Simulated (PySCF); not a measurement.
**Spin-rotation constants: `[N+](#C[Se]CCC#N)[AlH3-]`, C4H7AlN2Se**

Geometry (Å), atoms numbered from 1 in this order:
```xyz
15

N    -2.9333   -0.4113    1.5682
C    -2.2109    0.0027    0.7861
C    -1.3057    0.4715   -0.2334
C    -1.1701   -0.5457   -1.3580
Se   -0.5079   -2.3181   -0.7160
C     1.0569   -1.6176   -0.2310
N     2.0207   -1.0419    0.0513
Al    2.4318    0.8929    0.2364
H    -0.3305    0.6892    0.2243
H    -1.6944    1.4086   -0.6454
H    -0.4612   -0.1993   -2.1114
H    -2.1337   -0.7652   -1.8229
H     3.9739    0.9571    0.3861
H     1.7590    1.3067   -1.1451
H     1.5009    1.1783    1.4833
```

Theory: GIAO B3LYP/pcSseg-1 magnetisability, rotational g tensor and spin-rotation constants, non-relativistic, gas phase (PySCF 2.14.0). Geometry: GFN2-xTB.

The calculation is non-relativistic, which matters for the atoms heavier than Zn.

Problem. Give the nuclear spin-rotation constants along the inertial axes (H = +C I·J) beside the isotropic shieldings.

Solution. Rotational constants 1.3473, 0.8451, 0.5972 GHz. A star marks the isotopologue with that one atom substituted, in its own axes.
```tsv
atom	isotope	Caa (kHz)	Cbb (kHz)	Ccc (kHz)	mean (kHz)	σ (ppm)
N1	14N	0.182	0.183	0.082	0.149	-43.7
N7	14N	0.055	0.188	0.126	0.123	-34.5
Al8	27Al	0.756	0.499	0.354	0.537	424.3
H9	1H	0.019	-0.073	-0.058	-0.037	27.7
H10	1H	-0.153	-0.039	-0.021	-0.071	28.9
H11	1H	-0.048	-0.081	-0.021	-0.050	27.4
H12	1H	0.011	-0.097	-0.055	-0.047	29.0
H13	1H	0.027	-0.059	-0.046	-0.026	28.1
H14	1H	-0.078	-0.066	0.009	-0.045	27.6
H15	1H	-0.071	-0.014	-0.028	-0.037	27.3
C2	13C*	0.316	0.370	0.145	0.277	60.8
C3	13C*	0.226	0.125	0.095	0.149	156.7
C4	13C*	0.288	0.145	0.106	0.180	136.9
Se5	77Se*	2.139	1.539	0.959	1.546	1573.2
C6	13C*	0.075	0.387	0.293	0.252	40.9
```
For the geometry as given, no vibrational averaging.

Problem. How do the rotational constants and the g tensor change when H9, H10, H11, H12, H13, H14, H15 are replaced by deuterium?

Solution. Constants 1.2607, 0.7781, 0.5632 GHz; g -0.0172, -0.0198, -0.0141, against -0.0183, -0.0215, -0.0152 before.
